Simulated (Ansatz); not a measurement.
Basis-set series for `O=[C](S)[SbH2]`. The species carries charge 0 and has multiplicity 1. Sb: def2 effective core potential. The structure was optimised at the PBE0-D4/def2-TZVP level. It is one conformer, not always the lowest.

```tsv
functional	basis	functions	energy (Eh)	HOMO (eV)	LUMO (eV)
PBE0-D4	def2-SVP	87	-753.07720	-6.92	-1.32
PBE0-D4	def2-TZVPP	196	-753.36101	-7.01	-1.53
ωB97M-V	def2-SVP	87	-753.22542	-8.90	0.63
ωB97M-V	def2-TZVPP	196	-753.51336	-9.03	0.31
```

**Question.** Give the rows for def2-QZVPP. (Estimate.)

**Answer.** Ansatz gave: 
| functional | basis | functions | energy (Eh) | HOMO (eV) | LUMO (eV) |
| --- | --- | --- | --- | --- | --- |
| PBE0-D4 | def2-QZVPP | 356 | -753.38136 | -7.04 | -1.58 |
| ωB97M-V | def2-QZVPP | 356 | -753.53309 | -9.06 | 0.23 |

Positive LUMOs are unbound and depend on the basis.
